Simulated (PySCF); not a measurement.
**TeO⁺ at LDA**

Level: LDA. Te cc-pVDZ-PP with ECP28, O cc-pVDZ; scalar-relativistic core potentials (PySCF 2.14).

- state: ²Π (doublet), unpaired electrons π ↑
- bond length: 1.810 Å
- harmonic wavenumber: 871 cm⁻¹
- force constant: 6.36 mdyn/Å
- rotational constant Be: 0.3613 cm⁻¹
- anharmonicity ωexe: 3.32 cm⁻¹
- vibration–rotation constant αe: 0.00191 cm⁻¹
- well depth De to Te⁺ + O: 4.93 eV
- dissociation energy D0: 4.88 eV
- bond order (Mayer): 2.33
- dipole moment (positive dipole points towards O; it is taken about the centre of mass and depends on that origin): -2.31 D

These are scalar-relativistic numbers at best; spin–orbit coupling would shift them, the dissociation energy most. For an ion De counts to the pair picked by the measured ionisation energies or electron affinities, which need not be the lowest pair at this level. Counting both spins, an empty level lies below a filled one in this solution, because spin and occupation are held. The state was picked by a PBE0 search and need not be the measured ground state.
